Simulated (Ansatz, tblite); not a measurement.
Cost and result up the ladder for `Oc1ccc(Oc2ccccc2)cc1` (24 atoms). Charge 0, multiplicity 1. Geometry: PBE-D4/def2-SVP.

Ansatz on 4 threads of Arm Neoverse V1 on a shared host; xTB runs through tblite on one thread. Times are rough, summed over both states, and most runs start from the orbitals of an earlier one. PBE0-D4/def2-SVP serves as the yardstick here, not as an exact answer. The other state is a triplet.

The xTB rows come from tblite.

xTB has no spin-polarisation term.

```csv
level,functions,wall time
GFN2-xTB,66,0.037 s
GFN1-xTB,76,0.043 s
PBE-D4/def2-SVP,246,17 s
PBE0-D4/def2-SVP,246,33 s
```

Q: Estimate what each level gives for the vertical triplet (eV).

A: 
```csv
level,vertical triplet (eV),difference from PBE0-D4/def2-SVP (eV)
GFN2-xTB,3.84,0.10
GFN1-xTB,3.84,0.11
PBE-D4/def2-SVP,3.56,-0.18
PBE0-D4/def2-SVP,3.74,0.00
```
